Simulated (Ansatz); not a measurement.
The cluster GaP₂⁻. Total charge -1; singlet. Geometry r2SCAN-D4/def2-TZVPD; atoms count from 1.

```xyz
3

Ga   -0.865    0.801   -0.895
P    -0.398   -0.798    0.895
P     1.263   -0.003    0.001
```

The structure comes from a short search, and lower isomers may exist.

Estimate the Mulliken populations from the PBE0/def2-TZVPD orbitals of Ansatz.


```tsv
atom	charge (e)
Ga1	-0.35
P2	-0.32
P3	-0.32
```
Mulliken values and Mayer orders depend strongly on the basis. With diffuse functions, as here, like atoms can get unlike values, and bond orders can come out too low or too high.

And the Mayer bond orders between bonded heavy atoms (over 0.3)?

Ga1–P2 1.02 (2.44 Å); Ga1–P3 1.02 (2.44 Å); P2–P3 1.87 (2.05 Å).
